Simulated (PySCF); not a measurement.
Vertical excitations of a molecule C4H6OSi from TDA-M06-2X/def2-SVPD in PySCF 2.14.0, as energy in eV (oscillator strength): 3.04 (0.001), 5.52 (0.000), 5.95 (0.018), 6.49 (0.046), 6.52 (0.003), 7.02 (0.006), 7.24 (0.080), 7.27 (0.002), 7.40 (0.000), 7.55 (0.000). Lowest triplet (TDA): 2.52 eV. Geometry optimised at r2SCAN-D4/def2-SVP. One conformer was computed; it need not be the lowest.

**Question.** Pick the molecule that these values belong to.
A. C=C1[SiH2]CC1=O
B. C#C[C@H]1C[SiH2]O1
C. O[SiH]1C=CC=C1
D. O=C1CC=C[SiH2]1

**Answer.** D, O=C1CC=C[SiH2]1
